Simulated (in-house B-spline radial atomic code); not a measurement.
# LC-wPBE excitations of Fe8+

Method: LC-wPBE. Computed with an all-electron radial atomic-structure program (B-spline basis): linear response of the closed shell [Ne] 3s2 3p6 with the functional's adiabatic kernel; non-relativistic, point nucleus, no spin-orbit coupling, no double excitations, S, P, D and F terms only. Only terms of natural parity with L up to 3 were computed.

Command:
```bash
python run_td.py task.json out
```
Settings (radii: box in bohr, nucleus in fm):
```
Z                        26
electrons                18
configuration            [Ne] 3s2 3p6
hamiltonian              nr
method                   lc_wpbe
box_radius               11.59
intervals                51
```

Run time, properties included: 0.9 s on 1 thread of Arm Neoverse N1, on a shared host.

The lowest states, in the order of their Tamm-Dancoff energies; the method's threshold (minus the highest occupied level) is 225.81 eV. Labels give the largest channel, * marks a mixed state, and oscillator strengths are full-response dipole values. Semilocal kernels can invert the small singlet-triplet splittings of Rydberg terms. Energies in eV:

| state | full response | Tamm-Dancoff | oscillator strength |
| --- | --- | --- | --- |
| 3p → 3d 3P | 50.39 | 50.55 | - |
| 3p → 3d 3F | ? | ? | - |
| 3p → 3d 1F | 55.73 | 55.75 | - |
| 3p → 3d 1P | ? | ? | ? |
| 3s → 3d 3D | 86.31 | 86.38 | - |
| 3s → 3d 1D | 91.85 | 92.00 | - |
| 3p → 4s 3P | 115.03 | 115.05 | - |
| 3p → 4s 1P | 116.11 | 116.16 | 0.282 |
| 3p → 4p 3S | 125.27 | 125.30 | - |
| 3p → 4p 3D | 126.11 | 126.12 | - |

(1) Where does 3p → 3d 1P lie?

(2) Where does 3p → 3d 3F lie?

(3) How large is the singlet-triplet splitting of 3p → 3d (F terms) in Tamm-Dancoff?

(4) What polarisabilities and dispersion coefficient does the method give?

Answers

(1) At 71.51 eV in full response, 74.61 eV in Tamm-Dancoff, oscillator strength 2.88.

(2) At 50.98 eV in full response, 51.17 eV in Tamm-Dancoff.

(3) 4.58 eV, from the unrounded values.

(4) Dipole 0.4992 bohr³, quadrupole 0.3156 bohr⁵, C6 0.5762 hartree·bohr⁶ for two such species.
